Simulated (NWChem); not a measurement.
Species: BH₂SOF; SMILES OB(F)S

```xyz
6

B      0.0138    -0.4576     0.0000
F     -1.1188    -1.1691     0.0000
O      1.2227    -1.0722     0.0000
H      1.1325    -2.0385     0.0000
S     -0.1217     1.3612     0.0000
H      1.2067     1.5946     0.0000
```
Atoms are numbered in this order, from 1.

Computed with NWChem. Pople sets run with spherical d functions. STO-3G and 3-21G are far too small for this property and stand as cheap habits. The geometry was optimised at B3LYP/6-31G* (spherical d). B3LYP is NWChem's, with the RPA form of VWN correlation. Field at 589 nm.

| level | isotropic polarisability (bohr³) | anisotropy (bohr³) |
|---|---|---|
| B3LYP/STO-3G | 16.1 | 20.3 |
| B3LYP/6-31G* | 30.5 | 20.5 |
| B3LYP/def2-SVP | 29.7 | 18.2 |
| B3LYP/def2-SVPD | 41.9 | 15.1 |
| B3LYP/aug-cc-pVDZ | 41.6 | [?] |

**Question.** Complete the blanks.

**Answer.** 
- B3LYP/aug-cc-pVDZ, anisotropy (bohr³): 15.8
